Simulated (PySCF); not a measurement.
# Working out the ionisation energy of Cl⁺

Cl⁺ [Ne] 3s2 3p4 (3P) → Cl²⁺ [Ne] 3s2 3p3 (4S). Computed with PySCF 2.14 in aug-cc-pwCVDZ, with no relativity, point nucleus. Frozen: [Ne]. Energies in hartree (1 hartree = 27.21139 eV):

```csv
part,Cl⁺ (lower),Cl²⁺ (upper)
UHF,-459.038793,-458.210800
CCSD correlation,-0.118250,-0.097861
(T),-0.001859,-0.001198
```

Question: What does Hartree-Fock give?

Answer: (-458.210800) − (-459.038793) = 0.827993 hartree = 22.531 eV.

Question: What do CCSD and CCSD(T) give?

Answer: The CCSD correlation energies differ by 0.020389 hartree = 0.555 eV and the triples by 0.000661 hartree = 0.018 eV, so CCSD gives 23.086 eV and CCSD(T) 23.104 eV.

Measured between the centres of the two terms (NIST): 23.771 eV, so CCSD(T) (valence) is off by -0.667 eV.

A double-zeta basis recovers only part of the correlation energy.

What remains against the reference includes basis incompleteness, the frozen core and higher excitations.
